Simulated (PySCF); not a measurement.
C₃H₂F₃, charge +1, multiplicity 1. Atoms are numbered in the order given.

```xyz
8

C     -1.1152    -1.4887     0.0000
C      0.0183    -0.7463     0.0000
F      1.2225    -1.2449     0.0000
C     -0.0369     0.6773     0.0000
F     -1.1185     1.3135     0.0000
F      1.0017     1.3699     0.0000
H     -2.1029    -1.0186     0.0000
H     -1.0450    -2.5824     0.0000
```
Charge +1, spin multiplicity 1.

The structure is a stationary point at PBE0-D3(BJ)/def2-SVP. The multiplicity is an assumed one; no other spin state was optimised. The isomer is the one that the SMILES or the coordinates give; other isomers of the formula were not compared. One conformer was computed; it need not be the lowest.

Method: PySCF with SMD-PBE0/6-31G*.

Solvation free energies are E(SMD) − E(gas) at the gas-phase geometry, for 1 M in both phases.

Question: Estimate the solvation free energies in water, cyclohexanone, dichloromethane. (Estimate from the structure and the level; the computed values follow.)

Answer: 
```json
[
 {"solvent": "water", "ΔG(solv) (kcal/mol)": "-61.9", "its non-electrostatic (CDS) part": "5.2"},
 {"solvent": "cyclohexanone", "ΔG(solv) (kcal/mol)": "-61.0", "its non-electrostatic (CDS) part": "2.3"},
 {"solvent": "dichloromethane", "ΔG(solv) (kcal/mol)": "-58.8", "its non-electrostatic (CDS) part": "1.1"}
]
```
